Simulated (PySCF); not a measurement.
An unknown shows these calculated signals:

$^{1}$H NMR (400 MHz, computed): δ 6.06 (m, 1H), 5.89 (m, 1H), 5.00 (d, 2H), 4.35 (d, 2H), 2.13 (m, 2H), 1.97 (t, 1H), 1.10 (t, 3H).

$^{13}$C{$^{1}$H} NMR (computed): δ 143.1 (CH), 137.0 (CH), 103.1 (CH), 88.3 (C), 69.1 (CH2), 32.1 (CH2), 17.2 (CH3).

PySCF calculation with shielding tensors at PBE0/pcSseg-1 (GIAO) and GFN2-xTB structure; no solvent, relativity neglected, a single conformation, rapidly exchanging positions averaged.

References, each an isolated molecule treated in the same way: $^{1}$H (σ = 31.72 ppm), $^{13}$C (σ = 186.93 ppm) vs TMS.

Task: Which of these does the molecule contain: an OH group, a Si–H bond, an amide, a CH3CH2 unit, a (CH3)2CH unit, a C≡C triple bond?

Result: 
- An OH group: no.
- A Si–H bond: yes (δH 5.00 (d)).
- An amide: no.
- A CH3CH2 unit: yes (δC 17.2, 32.1; δH 1.10 (t), 2.13 (m)).
- A (CH3)2CH unit: no.
- A C≡C triple bond: yes (δC 103.1, 88.3; δH 1.97 (t)).

The data belong to `C#C[SiH2]OC/C=C/CC`, C7H12OSi; they needn't prove each group on their own.

Carbon signals by region: 3 in the sp2 and nitrile region (100–160 ppm), 2 at 50–100 ppm, 2 below 50 ppm.

Shifts are as computed. Against solution values, carbons near 30 ppm lie about +3 ppm off and those near 130 ppm about +5 ppm. Of 1211 compounds with measured shifts, 218 miss one by over three times the rms of a fit or turn the order of signals round; such compounds aren't used in these exercises. No couplings were computed; multiplicities are counted from neighbouring protons, with m where these are inequivalent, close in shift, in a saturated or five-membered ring or joined by F or P, and br s for small geminal =CH2 splittings.
